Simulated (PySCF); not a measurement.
## How methods differ on the ionisation energy of Ni³⁺

Ni³⁺ [Ar] 3d7 (4F) → Ni⁴⁺ [Ar] 3d6 (5D), as a difference of total energies. Computed with PySCF 2.14 in an uncontracted even-tempered set (22 s from 0.054 bohr⁻², ratio 2.5; 15 p from 0.071 bohr⁻², ratio 2.5; 11 d from 0.071 bohr⁻², ratio 2.5; 5 f from 1.1 bohr⁻², ratio 2.7; 4 g from 1.7 bohr⁻², ratio 2.7), with scalar relativity by spin-free X2C-1e. The calculations carry no spin-orbit coupling.

| method | ionisation energy (eV) |
| --- | --- |
| UHF | 52.988 |
| PW91 | 55.819 |
| r2SCANh | 55.266 |

The reference lies between the lowest fine-structure levels, while these numbers refer to the centres of the terms.

For comparison: 54.92 ± 0.25 eV (semi-empirical (NIST evaluation); NIST Atomic Spectra Database, ionization energies).
